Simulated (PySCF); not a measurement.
`C[Si@@H]1CC[C@@H](C(F)F)[Si@H]1N`. Theory: PySCF, PBE0-D3(BJ)/def2-SVP geometry optimisation, gas phase.

```
atom  x, y, z in Å
C1     3.6253    0.2726   -0.5981
Si2    2.0546    0.0144    0.4050
C3     1.0756   -1.5426   -0.1030
C4    -0.4137   -1.3119    0.1797
C5    -0.9333   -0.0239   -0.4785
C6    -2.3573    0.2690   -0.1016
F7    -3.2135   -0.6438   -0.6267
F8    -2.7343    1.4878   -0.5840
Si9    0.2316    1.4279   -0.0107
N10   -0.3669    2.1926    1.4334
H11    4.1434    1.1946   -0.2938
H12    3.3892    0.3542   -1.6702
H13    4.3219   -0.5697   -0.4634
H14    2.3800   -0.0308    1.8701
H15    1.4425   -2.4523    0.3982
H16    1.2316   -1.6972   -1.1862
H17   -1.0176   -2.1734   -0.1519
H18   -0.5676   -1.2347    1.2726
H19   -0.9067   -0.1323   -1.5785
H20   -2.5070    0.2832    0.9920
H21    0.3684    2.3521   -1.1845
H22    0.2916    2.4822    2.1468
H23   -1.1286    2.8592    1.3560
```

Task: Which two atoms are farthest apart?

Result: F7···H11, 7.59 Å; the next longest distance is 7.54 Å.

Task: How far are the heavy atoms from their best plane (unweighted least squares)?

Result: 0.527 Å rms; C1 0.81, Si2 0.33, C3 0.29, C4 0.61, C5 0.31, C6 0.07, F7 0.15, F8 0.67, Si9 0.30, N10 0.95 Å (magnitudes).

Task: What is the repulsion energy of the bare nuclei, Σ ZA·ZB/RAB?

Result: 770.69 Eh over 253 pairs, with full nuclear charges and distances in bohr; the largest single term is 44.25 Eh (Si2 with Si9).

Task: Work out the bond lengths C1–H11, C3–H15, C4–H18, C6–F7, N10–H22, N10–H23 in Å.

Result: For C1–H11 the difference vector is (0.5181, 0.9220, 0.3043) Å, of length 1.1005 Å. C1–H11 1.101; C3–H15 1.102; C4–H18 1.106; C6–F7 1.357; N10–H22 1.013; N10–H23 1.015 Å.

Task: What are the angles C3–Si2–Si9, C1–Si2–H14, C5–C4–H18, C3–C4–H18, C4–C5–Si9, C4–C5–H19, Si2–Si9–H21, H22–N10–H23?

Result: From the scalar product of the two bond vectors; for C3–Si2–Si9 it is -0.2049 Å² over 1.9081 × 2.3440 Å², cos θ = -0.0458. C3–Si2–Si9 92.6°; C1–Si2–H14 110.1°; C5–C4–H18 108.5°; C3–C4–H18 109.1°; C4–C5–Si9 108.9°; C4–C5–H19 109.6°; Si2–Si9–H21 116.1°; H22–N10–H23 110.7°.

No PBE0-D3(BJ)/def2-SVP frequencies stand behind this structure, so it isn't proved a minimum. The numbers are those of one conformer.
